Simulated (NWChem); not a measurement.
System: C₄H₃FSi; SMILES C#C[SiH](F)C#C

Here is an NWChem input.

```
start job
memory heap 200 mb stack 900 mb global 1100 mb
geometry units angstroms
  Si    -0.037382    -0.443812     0.443899
  F     -0.030190    -1.716048    -0.548304
  C     -1.482691     0.608966    -0.018786
  C     -2.426835     1.293080    -0.309427
  C      1.514387     0.508396     0.133150
  C      2.526681     1.126860    -0.058309
  H     -0.123990    -0.994437     1.788226
  H     -3.253175     1.889704    -0.570701
  H      3.413222     1.666007    -0.232748
end
basis spherical
  * library 6-31g*
end
dft
  xc b3lyp
  iterations 150
end
driver
  maxiter 120
end
task dft optimize
task dft freq
```

Output (shortened):

```
             Northwest Computational Chemistry Package (NWChem) 7.3.0
             --------------------------------------------------------

 CS  symmetry detected

                             Geometry "geometry" -> ""
                             -------------------------

 Output coordinates in angstroms (scale by  1.889725989 to convert to a.u.)

  No.       Tag          Charge          X              Y              Z
 ---- ---------------- ---------- -------------- -------------- --------------
    1 Si                  14.0000    -0.46653439     0.45208742     0.00000000
    2 F                    9.0000    -1.78329885    -0.48023976     0.00000000
    3 C                    6.0000     0.51777953     0.01791949     1.50130571
    4 C                    6.0000     1.15772275    -0.25395591     2.48133078
    5 C                    6.0000     0.51777953     0.01791949    -1.50130571
    6 C                    6.0000     1.15772275    -0.25395591    -2.48133078
    7 H                    1.0000    -0.95558757     1.82275547     0.00000000
    8 H                    1.0000     1.71536562    -0.49869223     3.33935252
    9 H                    1.0000     1.71536562    -0.49869223    -3.33935252

 Effective nuclear repulsion energy (a.u.)     233.2863688000

      Symmetry information
      --------------------

 Group name             Cs
 Group number              2
 Group order               2
 No. of unique centers     6

                                Z-matrix (autoz)
                                --------

 Units are Angstrom for bonds and degrees for angles

      Type          Name      I     J     K     L     M      Value
      ----------- --------  ----- ----- ----- ----- ----- ----------
    1 Stretch                  1     2                       1.61341
    2 Stretch                  1     3                       1.84697
    3 Stretch                  1     5                       1.84697
    4 Stretch                  1     7                       1.45530
    5 Stretch                  3     4                       1.20162
    6 Stretch                  4     8                       1.05217
    7 Stretch                  5     6                       1.20162
    8 Stretch                  6     9                       1.05217
    9 Bend                     2     1     3               107.40411
   10 Bend                     2     1     5               107.40411
   11 Bend                     2     1     7               105.66382
   12 Bend                     3     1     5               108.75033
   13 Bend                     3     1     7               113.60895
   14 Bend                     4     1     2               107.51775
   15 Bend                     4     1     5               108.85772
   16 Bend                     4     1     7               113.40173
   17 Bend                     5     1     7               113.60895
   18 Bend                     6     1     2               107.51775
   19 Bend                     6     1     3               108.85772
   20 Bend                     6     1     7               113.40173
   21 Bend                     8     1     2               107.47359
   22 Bend                     8     1     5               108.89676
   23 Bend                     8     1     7               113.40180
   24 Bend                     9     1     2               107.47359
   25 Bend                     9     1     3               108.89676
   26 Bend                     9     1     7               113.40180
   27 Torsion                  1     2     3     4         179.18927
   28 Torsion                  1     2     5     6        -179.18927
   29 Torsion                  1     3     5     6         179.21623
   30 Torsion                  1     5     3     4        -179.21623
   31 Torsion                  1     7     3     4         179.87628
   32 Torsion                  1     7     5     6        -179.87628
   33 Torsion                  1     2     4     8         179.78795
   34 Torsion                  1     5     4     8         179.72745
   35 Torsion                  1     7     4     8        -179.44429
   36 Torsion                  1     2     6     9        -179.78795
   37 Torsion                  1     3     6     9        -179.72745
   38 Torsion                  1     7     6     9         179.44429

                           NWChem Geometry Optimization
                           ----------------------------

 maximum gradient threshold         (gmax) =   0.000450
 rms gradient threshold             (grms) =   0.000300
 maximum cartesian step threshold   (xmax) =   0.001800
 rms cartesian step threshold       (xrms) =   0.001200
 fixed trust radius                (trust) =   0.300000
 source of zmatrix                         =   autoz

          -------------------
          Energy Minimization
          -------------------

 Using diagonal initial Hessian
 Scaling for Hessian diagonals: bonds = 1.00  angles = 0.25  torsions = 0.10

          --------
          Step   0

                                 NWChem DFT Module
                                 -----------------

 Summary of "ao basis" -> "ao basis" (spherical)
 ------------------------------------------------------------------------------
       Tag                 Description            Shells   Functions and Types
 ---------------- ------------------------------  ------  ---------------------
 Si                          6-31g*                  8       18   4s3p1d
 F                           6-31g*                  6       14   3s2p1d
 C                           6-31g*                  6       14   3s2p1d
 H                           6-31g*                  2        2   2s

      Symmetry analysis of basis
      --------------------------

        a'         55
        a"         39

[...]

      ----------------------
      Optimization converged
      ----------------------

  Step       Energy      Delta E   Gmax     Grms     Xrms     Xmax
  ---- ---------------- -------- -------- -------- -------- --------
@   11    -543.49440375  1.9D-07  0.00004  0.00001  0.00063  0.00115
                                     ok       ok       ok       ok

                                Z-matrix (autoz)
                                --------

 Units are Angstrom for bonds and degrees for angles

[...]

 Rotational Constants
 --------------------
 A=   0.133557 cm-1  (  0.192155 K)
 B=   0.070613 cm-1  (  0.101594 K)
 C=   0.050006 cm-1  (  0.071946 K)

 Temperature                      =   298.15K
 frequency scaling parameter      =   1.0000

 Zero-Point correction to Energy  =   31.652 kcal/mol  (  0.050440 au)
 Thermal correction to Energy     =   36.173 kcal/mol  (  0.057645 au)
 Thermal correction to Enthalpy   =   36.765 kcal/mol  (  0.058589 au)

 Total Entropy                    =   83.169 cal/mol-K
   - Translational                =   39.640 cal/mol-K (mol. weight =  97.9988)
   - Rotational                   =   27.615 cal/mol-K (symmetry #  =        1)
   - Vibrational                  =   15.914 cal/mol-K

 Cv (constant volume heat capacity) =   24.777 cal/mol-K
   - Translational                  =    2.979 cal/mol-K
   - Rotational                     =    2.979 cal/mol-K
   - Vibrational                    =   18.818 cal/mol-K

[normal modes left out]

 ----------------------------------------------------------------------------
 Normal Eigenvalue ||           Projected Infra Red Intensities
  Mode   [cm**-1]  || [atomic units] [(debye/angs)**2] [(KM/mol)] [arbitrary]
 ------ ---------- || -------------- ----------------- ---------- -----------
    1       -0.000 ||    0.000951           0.022         0.927       0.186
    2        0.000 ||    0.000172           0.004         0.168       0.034
    3        0.000 ||    0.000111           0.003         0.108       0.022
    4        0.000 ||    0.000287           0.007         0.280       0.056
    5        0.000 ||    0.000289           0.007         0.282       0.057
    6        0.000 ||    0.000116           0.003         0.113       0.023
    7       99.035 ||    0.001148           0.026         1.120       0.225
    8      156.398 ||    0.001874           0.043         1.827       0.367
    9      166.763 ||    0.001369           0.032         1.334       0.268
   10      239.835 ||    0.001282           0.030         1.250       0.251
   11      337.861 ||    0.016018           0.370        15.615       3.134
   12      378.413 ||    0.016713           0.386        16.293       3.270
   13      427.428 ||    0.045959           1.060        44.803       8.993
   14      613.155 ||    0.047694           1.100        46.494       9.333
   15      683.885 ||    0.000003           0.000         0.002       0.000
   16      688.346 ||    0.075202           1.735        73.310      14.715
   17      692.860 ||    0.096771           2.233        94.338      18.936
   18      703.538 ||    0.062243           1.436        60.678      12.180
   19      704.056 ||    0.026931           0.621        26.254       5.270
   20      855.173 ||    0.020558           0.474        20.041       4.023
   21      858.038 ||    0.342441           7.900       333.829      67.009
   22      939.357 ||    0.267951           6.182       261.212      52.433
   23     2167.663 ||    0.042564           0.982        41.493       8.329
   24     2168.042 ||    0.113725           2.624       110.865      22.254
   25     2312.935 ||    0.125601           2.898       122.442      24.578
   26     3479.218 ||    0.051582           1.190        50.284      10.094
   27     3479.295 ||    0.020246           0.467        19.737       3.962
 ----------------------------------------------------------------------------
```

Level: B3LYP/6-31G* (spherical d).
